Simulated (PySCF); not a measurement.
Compound: C6H8O.
SMILES with atom numbers: `[CH:1]#[C:2][CH2:3][C@@H:4]1[CH2:5][CH2:6][O:7]1` (hydrogens: H8 on C1; H9, H10 on C3; H11 on C4; H12, H13 on C5; H14, H15 on C6)

The same species was optimised twice, with GFN2-xTB and with PBE0-D3(BJ)/def2-SVP (PySCF), and the same property calculations (PySCF, gas phase) were run on both structures.

| coordinate | GFN2-xTB | PBE0-D3(BJ)/def2-SVP | change |
| --- | --- | --- | --- |
| C1≡C2 (Å) | 1.196 | 1.211 | +0.015 |
| C2–C3 (Å) | 1.447 | 1.455 | +0.008 |
| C4–O7 (Å) | 1.434 | 1.427 | -0.007 |
| C3–C4 (Å) | 1.529 | 1.524 | -0.005 |
| C5–C6 (Å) | 1.530 | 1.532 | +0.002 |
| C6–O7 (Å) | 1.429 | 1.427 | -0.002 |
| C4–C5 (Å) | 1.535 | 1.535 | 0.000 |
| C2–C3–C4 (°) | 110.8 | 112.3 | +1.5 |
| C3–C4–O7 (°) | 112.7 | 111.4 | -1.3 |
| C3–C4–C5 (°) | 116.1 | 117.3 | +1.2 |
| C1–C2–C3 (°) | 178.7 | 177.8 | -0.9 |
| C4–C5–C6 (°) | 84.8 | 84.1 | -0.7 |
| C5–C4–O7 (°) | 91.2 | 91.9 | +0.7 |
| C5–C6–O7 (°) | 91.6 | 92.0 | +0.4 |
| C4–O7–C6 (°) | 92.4 | 92.0 | -0.4 |
| C2–C3–C4–C5 (°) | -70 | -72 | -2 |

Rotational constants: A = 7592, B = 1572, C = 1400 MHz (GFN2-xTB) against A = 7651, B = 1544, C = 1376 MHz (PBE0-D3(BJ)/def2-SVP). Point groups within 0.08 Å: C1 and C1.

On the GFN2-xTB structure: isotropic polarisability (au) 71.2 [B3LYP/def2-SVPD]; HOMO (eV) -7.10 [B3LYP/def2-SVPD]; LUMO (eV) 0.38 [B3LYP/def2-SVPD]; dipole (D) 1.52 [B3LYP/def2-SVPD]; HOMO (eV) -7.24 [PBE0/pcSseg-1]; LUMO (eV) 1.04 [PBE0/pcSseg-1]; dipole (D) 1.58 [PBE0/pcSseg-1]; GIAO shielding of C1 (ppm) 110.6 [PBE0/pcSseg-1]; GIAO shielding of C2 (ppm) 102.6 [PBE0/pcSseg-1]; GIAO shielding of C3 (ppm) 156.9 [PBE0/pcSseg-1]; GIAO shielding of C4 (ppm) 104.0 [PBE0/pcSseg-1]; GIAO shielding of C5 (ppm) 158.0 [PBE0/pcSseg-1]; GIAO shielding of C6 (ppm) 117.4 [PBE0/pcSseg-1]; GIAO shielding of O7 (ppm) 290.3 [PBE0/pcSseg-1].

Problem. What do these properties become on the PBE0-D3(BJ)/def2-SVP structure?

Solution. 
```tsv
property	level	on GFN2-xTB	on PBE0-D3(BJ)/def2-SVP	change
isotropic polarisability (au)	B3LYP/def2-SVPD	71.2	72.4	+1.2
HOMO (eV)	B3LYP/def2-SVPD	-7.10	-7.11	-0.01
LUMO (eV)	B3LYP/def2-SVPD	0.38	0.35	-0.03
dipole (D)	B3LYP/def2-SVPD	1.52	1.54	+0.02
energy, GFN2-xTB geometry as zero (kcal/mol)	B3LYP/def2-SVPD	0.0	-0.9	-0.9
HOMO (eV)	PBE0/pcSseg-1	-7.24	-7.25	-0.01
LUMO (eV)	PBE0/pcSseg-1	1.04	0.96	-0.08
dipole (D)	PBE0/pcSseg-1	1.58	1.61	+0.03
energy, GFN2-xTB geometry as zero (kcal/mol)	PBE0/pcSseg-1	0.0	-0.3	-0.3
GIAO shielding of C1 (ppm)	PBE0/pcSseg-1	110.6	108.6	-2.0
GIAO shielding of C2 (ppm)	PBE0/pcSseg-1	102.6	101.8	-0.8
GIAO shielding of C3 (ppm)	PBE0/pcSseg-1	156.9	154.7	-2.2
GIAO shielding of C4 (ppm)	PBE0/pcSseg-1	104.0	103.8	-0.2
GIAO shielding of C5 (ppm)	PBE0/pcSseg-1	158.0	156.6	-1.4
GIAO shielding of C6 (ppm)	PBE0/pcSseg-1	117.4	116.0	-1.4
GIAO shielding of O7 (ppm)	PBE0/pcSseg-1	290.3	290.6	+0.3
```

The heavy atoms differ by 0.035 Å rms after alignment. Among bonds between heavy atoms C1≡C2 changes most (+0.015 Å). Changes are differences of the printed values. Neither structure is proved a minimum here.

Conformer computed: `[CH:1]#[C:2][CH2:3][C@@H:4]1[CH2:5][CH2:6][O:7]1`: C2–C3–C4–C5 -72°.
